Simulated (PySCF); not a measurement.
C2H9ClSi3, SMILES C[Si@@H]1C[SiH2][Si@@H]1Cl. Coordinates come from a PBE-D3(BJ)/def2-SVP optimisation. The structure was generated by enumeration; whether it is a known compound was not checked.

Computed equilibrium geometry at PBE-D3(BJ)/def2-SVP (PySCF confirms it by a frequency run) as Cartesian coordinates in Å:
```xyz
15

C     -2.1512    -1.0652     0.6150
Si    -1.2455    -0.4042    -0.9086
C      0.1000    -1.6376    -1.5127
Si     1.5285    -1.1190    -0.3362
Si     0.5009     1.0119    -0.1666
Cl     0.2930     1.8895     1.7282
H     -1.4239    -1.3799     1.3902
H     -2.7944    -0.2770     1.0549
H     -2.7876    -1.9360     0.3561
H     -2.2222     0.0315    -1.9725
H      0.3868    -1.3883    -2.5573
H     -0.1825    -2.7100    -1.4823
H      1.4285    -1.8515     0.9768
H      2.9212    -1.2950    -0.8850
H      1.0266     2.0590    -1.1141
```
Charge 0, spin multiplicity 1.
